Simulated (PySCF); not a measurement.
A structure optimised at B3LYP-D3(BJ)/def2-TZVP, used in a PySCF frequency run:

```xyz
7

C     -1.2002    -0.0293     0.0000
S      0.6207     0.1112     0.0000
H     -1.5395     0.4936     0.8923
H     -1.5395     0.4936    -0.8923
H     -1.5023    -1.0719     0.0000
H      0.9256    -0.7596     0.9898
H      0.9256    -0.7596    -0.9898
```
Charge +1, spin multiplicity 1.

### Question
Write its SMILES, formula and point group.

### Answer
C[SH2+], CH5S, Cs

### Question
What are its rotational constants (standard atomic weights)?

### Answer
75.371, 12.192, 12.060 GHz
